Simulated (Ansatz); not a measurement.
`ClB(Cl)Br` and `C[Se]B(Cl)Cl` differ in one atom or group.

Ansatz, PBE0-D4/def2-TZVP geometries, multiplicity 1. Each molecule was computed in one conformer, which needn't be the lowest.

Scalar relativity is left out up to krypton.

```
                                      property  `ClB(Cl)Br`
         HOMO–LUMO gap (B3LYP/def2-TZVPP) / eV         6.38
zero-point energy (PBE0-D4/def2-TZVP) / kJ/mol         18.8
       HOMO–LUMO gap (ωB97M-V/def2-TZVPP) / eV        11.15
             LUMO energy (PBE/def2-TZVPP) / eV        -2.72
           HOMO energy (B3LYP/def2-TZVPP) / eV        -8.37
          HOMO–LUMO gap (PBE0/def2-TZVPP) / eV         6.83
```

Task: Give the same properties after the change, and the shifts. (Estimate.)

Result: The calculation gave: 
```csv
property,`C[Se]B(Cl)Cl`,shift
HOMO–LUMO gap (B3LYP/def2-TZVPP) / eV,5.70,-0.68
zero-point energy (PBE0-D4/def2-TZVP) / kJ/mol,117.6,98.8
HOMO–LUMO gap (ωB97M-V/def2-TZVPP) / eV,10.21,-0.94
LUMO energy (PBE/def2-TZVPP) / eV,-2.09,0.63
HOMO energy (B3LYP/def2-TZVPP) / eV,-7.09,1.28
HOMO–LUMO gap (PBE0/def2-TZVPP) / eV,6.09,-0.74
```

With PBE0 the HOMO rises by 1.34 eV and the LUMO rises by 0.59 eV, so the gap narrows by about 0.75 eV. PBE moves the HOMO by 1.09 eV and ωB97M-V by 1.46 eV. The zero-point energy changes by 98.8 kJ/mol with +12 modes.

B3LYP here is the variant with VWN-RPA as its local correlation; programs differ in this.

Spin–orbit coupling is left out; it splits and shifts lone-pair levels of the heavy atoms by tenths of an eV.
